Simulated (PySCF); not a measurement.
Sn⁻ (tin, charge -1) across methods

[Kr] 4d10 5s2 5p3, high-spin 4S determinant. Computed with PySCF 2.14 in def2-QZVPPD with the def2 core potential (28 electrons), with scalar relativity through the core potential.

```json
{"method": "r2SCAN", "E (hartree)": "-214.3857", "mean ε 5s α (eV)": "-5.600", "mean ε 5s β (eV)": "-3.705", "mean ε 5p α (eV)": "0.924", "Σ⟨r²⟩ (bohr²)": "82.89", "⟨S²⟩": "3.753"}
{"method": "PBE", "E (hartree)": "-214.3001", "mean ε 5s α (eV)": "-5.088", "mean ε 5s β (eV)": "-3.720", "mean ε 5p α (eV)": "1.176", "Σ⟨r²⟩ (bohr²)": "84.14", "⟨S²⟩": "3.751"}
{"method": "wB97X-V", "E (hartree)": "-214.2673", "mean ε 5s α (eV)": "-9.182", "mean ε 5s β (eV)": "-6.718", "mean ε 5p α (eV)": "-1.278", "Σ⟨r²⟩ (bohr²)": "82.57", "⟨S²⟩": "3.753"}
{"method": "UHF", "E (hartree)": "-213.37495", "mean ε 5s α (eV)": "-10.179", "mean ε 5s β (eV)": "-5.622", "mean ε 5p α (eV)": "-1.530", "Σ⟨r²⟩ (bohr²)": "83.82", "⟨S²⟩": "3.755"}
{"method": "LDA", "E (hartree)": "-213.9664", "mean ε 5s α (eV)": "-5.311", "mean ε 5s β (eV)": "-4.118", "mean ε 5p α (eV)": "1.093", "Σ⟨r²⟩ (bohr²)": "84.33", "⟨S²⟩": "3.751"}
{"method": "B3LYP", "E (hartree)": "-214.3756", "mean ε 5s α (eV)": "-6.192", "mean ε 5s β (eV)": "-4.562", "mean ε 5p α (eV)": "0.688", "Σ⟨r²⟩ (bohr²)": "84.03", "⟨S²⟩": "3.751"}
{"method": "PBE0", "E (hartree)": "-214.3099", "mean ε 5s α (eV)": "-6.508", "mean ε 5s β (eV)": "-4.418", "mean ε 5p α (eV)": "0.415", "Σ⟨r²⟩ (bohr²)": "82.94", "⟨S²⟩": "3.751"}
{"method": "LC-wPBE", "E (hartree)": "-214.3287", "mean ε 5s α (eV)": "-9.771", "mean ε 5s β (eV)": "-6.714", "mean ε 5p α (eV)": "-1.689", "Σ⟨r²⟩ (bohr²)": "80.93", "⟨S²⟩": "3.756"}
{"method": "revPBE", "E (hartree)": "-214.3522", "mean ε 5s α (eV)": "-5.028", "mean ε 5s β (eV)": "-3.577", "mean ε 5p α (eV)": "1.204", "Σ⟨r²⟩ (bohr²)": "83.93", "⟨S²⟩": "3.751"}
```

Energies and moments cover only the electrons outside the core potential.

The highest occupied level is positive at r2SCAN, PBE, LDA, B3LYP, PBE0, revPBE: only the finite basis holds that electron, which in a density functional comes from self-interaction.
